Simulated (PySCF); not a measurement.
A structure optimised at B3LYP-D3(BJ)/def2-SVP, used in a PySCF frequency run:

```xyz
6

In     0.0063     0.0189     0.0000
F     -1.0801    -0.0293     1.6278
F     -1.0801    -0.0293    -1.6278
N      2.0308    -0.1371     0.0000
H      2.4587     0.2793    -0.8278
H      2.4587     0.2793     0.8278
```
Charge 0, spin multiplicity 1.

Q: Write its SMILES, formula and point group.

A: [NH2][In]([F])[F], F2H2InN, Cs

Q: What are its rotational constants (standard atomic weights)?

A: 4.9287, 4.4140, 2.3389 GHz
